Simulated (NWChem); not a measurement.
Molecule: GeSiH5Cl; SMILES Cl[SiH2][GeH3]

Question: Give the equilibrium geometry at PBE-D3(BJ)/def2-SVP (NWChem) as a Z-matrix, with the point group.

Answer: point group Cs; any orientation.
```
Si
H 1 1.5033
H 1 1.5034 2 108.84
Cl 1 2.0926 2 108.40 3 -117.71
Ge 1 2.3894 2 111.54 3 123.45
H 5 1.5502 1 109.78 2 59.25
H 5 1.5503 6 108.86 1 -120.18
H 5 1.5533 6 108.88 7 -118.56
```
